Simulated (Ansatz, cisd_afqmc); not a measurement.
System: PbI₂, charge 0, singlet. PbI2 (SMILES [I][Pb][I]).
B3LYP-D3(BJ)/def2-TZVP minimum from Ansatz (a quantum-chemistry and plane-wave program):
```xyz
3

Pb    -0.0030    -0.0135     1.0149
I      1.1203    -1.8760    -0.8069
I     -1.1156     1.8970    -0.7633
```
Charge 0, spin multiplicity 1.

Total energies in def2-SVP, 18 correlated electrons, 27 frozen orbitals. Radicals and triplets start from unrestricted determinants; spin-orbit coupling is neglected. Correlated methods leave the cores frozen (noble-gas shells, and filled d and f shells in the p block). Past Kr the def2 sets carry scalar-relativistic core potentials. AFQMC is phaseless with a CISD trial state; ± is one standard error, without the phaseless bias. Outlying blocks are dropped, and bars are widened where a walk drifts. Over all cases where full CI ran beside it in this data, AFQMC minus full CI had a median of +0.1 mEh and passed +0.4 mEh in a tenth of the cases. Spin-orbit terms, left out, reach several kcal/mol for Br and I, and more for heavier atoms.

```json
[
 {"method": "HF", "program": "Ansatz", "energy (Eh)": "-785.26161", "minus CCSDT(Q) (mEh)": "279.64"},
 {"method": "MP2", "program": "Ansatz", "energy (Eh)": "-785.50785", "minus CCSDT(Q) (mEh)": "33.40"},
 {"method": "CCSD", "program": "Ansatz", "energy (Eh)": "-785.53177", "minus CCSDT(Q) (mEh)": "9.48"},
 {"method": "CCSD(T)", "program": "Ansatz", "energy (Eh)": "-785.53954", "minus CCSDT(Q) (mEh)": "1.71"},
 {"method": "CCSDT(Q)", "program": "Ansatz", "energy (Eh)": "-785.54125", "minus CCSDT(Q) (mEh)": "0.00"},
 {"method": "AFQMC/CISD", "program": "cisd_afqmc", "energy (Eh)": "-785.5422 ± 0.0004", "minus CCSDT(Q) (mEh)": "-1.0 ± 0.4"}
]
```

Rough core times of Ansatz's runs on a shared machine: CCSD(T) under 20 s, CCSDT(Q) 2 min.
